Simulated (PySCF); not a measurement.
C₅H₁₄P₂.
SMILES: `CCCP(C)CP`

Torsions of this conformer, `[CH3:1][CH2:2][CH2:3][P:4]([CH3:5])[CH2:6][PH2:7]`: C1–C2–C3–P4 -176°, C2–C3–P4–C5 -71°, C3–P4–C6–P7 57°, H–P7–C6–P4 84°, H–P7–C6–P4 178°.

The closed-shell ground state was solved at several levels (PySCF, density fitting, gas phase, non-relativistic). Isolated species at its PBE0-D3(BJ)/def2-SVP geometry (one conformer only).

```json
{"level": "PBE0/pcSseg-1", "basis functions": "203", "HOMO (eV)": "-6.36", "LUMO (eV)": "0.61", "gap (eV)": "6.97", "dipole (D)": "0.43"}
{"level": "CAM-B3LYP/def2-SVPD", "basis functions": "260", "HOMO (eV)": "-7.61", "LUMO (eV)": "1.20", "gap (eV)": "8.81", "dipole (D)": "0.34"}
```

**Question.** What might KT2/pcSseg-1 (203 basis functions) give for the same quantities?

**Answer.** HOMO -5.35 eV, LUMO -0.38 eV, gap 4.97 eV, dipole 0.39 D.

**Question.** Over all these levels, which gives the widest orbital gap and which the narrowest?

**Answer.** CAM-B3LYP/def2-SVPD (range-separated hybrid) has the widest, 8.81 eV, and KT2/pcSseg-1 (GGA) the narrowest, 4.97 eV. Functional and basis both differ between the two, so the spread mixes both effects.

**Question.** How far do the dipole and the HOMO energy spread over the levels?

**Answer.** The dipole runs from 0.34 to 0.43 D (mean 0.39 D) and the HOMO from -7.61 to -5.35 eV.
